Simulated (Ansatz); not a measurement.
Program: Ansatz. Geometries: PBE0-D4/def2-TZVP. ΔE: electronic, gas phase. CCSD(T)/CBS is the MP2 limit (def2-TZVPP, def2-QZVPP) plus CCSD(T) − MP2 in def2-TZVPP, frozen cores. DFT in def2-TZVPP. B3LYP here is the variant with VWN-RPA as its local correlation; programs differ in this. Elements past krypton have def2 core potentials. For Sn outer-core shells are correlated without core-valence functions, which leaves a few kJ/mol of doubt a bond. One conformer a species, not always the lowest.

Consider the redistribution: `[SiH3][SnH3]` + `O[SiH2]S[SiH3]` → `O[SiH2][SiH2][SnH3]` + `[SiH3]S`.

```json
{"level": "PBE-D4", "ΔE (kJ/mol)": "64.5", "difference from CCSD(T)/CBS": "-10.0"}
{"level": "r2SCAN-D4", "ΔE (kJ/mol)": "74.0", "difference from CCSD(T)/CBS": "-0.5"}
{"level": "ωB97X-V", "ΔE (kJ/mol)": "74.7", "difference from CCSD(T)/CBS": "0.2"}
{"level": "r2SCAN", "ΔE (kJ/mol)": "74.1", "difference from CCSD(T)/CBS": "-0.4"}
{"level": "PBE0", "ΔE (kJ/mol)": "68.8", "difference from CCSD(T)/CBS": "-5.7"}
{"level": "B3LYP", "ΔE (kJ/mol)": "72.3", "difference from CCSD(T)/CBS": "-2.2"}
{"level": "MP2/def2-TZVPP", "ΔE (kJ/mol)": "83.1", "difference from CCSD(T)/CBS": "8.6"}
{"level": "CCSD/def2-TZVPP", "ΔE (kJ/mol)": "74.5", "difference from CCSD(T)/CBS": "0.0"}
{"level": "CCSD(T)/def2-TZVPP", "ΔE (kJ/mol)": "74.1", "difference from CCSD(T)/CBS": "-0.4"}
{"level": "HF/def2-QZVPP", "ΔE (kJ/mol)": "84.5", "difference from CCSD(T)/CBS": "10.0"}
{"level": "CCSD(T)/CBS", "ΔE (kJ/mol)": "74.5", "difference from CCSD(T)/CBS": "0"}
```

Largest T1 diagnostic among the species: 0.013.

From PBE to PBE0 (25 % exact exchange), in def2-TZVPP and without D4, ΔE moves by +4.8 kJ/mol.
